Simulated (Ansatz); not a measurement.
Calculated with Ansatz (gas phase, PBE0-D4/def2-TZVP geometries, no zero-point term in ΔE). CCSD(T)/CBS adds triple-zeta CCSD(T) − MP2 to the extrapolated MP2 energy (def2 sets, frozen cores). This one scheme is used for every species. One conformer a species, not always the lowest.

`CS[SiH2][AlH][NH2]` + `O[SiH2]S` → `CS[SiH2][SiH2]S` + `[NH2][AlH][OH]`  (redistribution)

```csv
species,CCSD(T)/CBS(def2) energy (Eh)
`CS[SiH2][AlH][NH2]`,-1026.49476
`O[SiH2]S`,-764.50758
`CS[SiH2][SiH2]S`,-1416.62386
`[NH2][AlH][OH]`,-374.39395
```

(1) Work out ΔE.

Largest T1 diagnostic among the species: 0.012.

Answers

(1) ΔE = (-1416.62386) + (-374.39395) − (-1026.49476) − (-764.50758) = -0.01547 Eh = -0.42 eV.

The D4 term adds −0.09 eV with B3LYP and −0.05 eV with PBE0; it sums over pairs of atoms, weighted by their polarisabilities, and B3LYP, whose exchange is more repulsive, gets the larger term. In def2-TZVPP, CCSD(T) changes the Hartree–Fock value by −0.15 eV (the triples alone add −0.02 eV) and MP2 by −0.22 eV.

B3LYP here is the variant with VWN-RPA as its local correlation; programs differ in this.
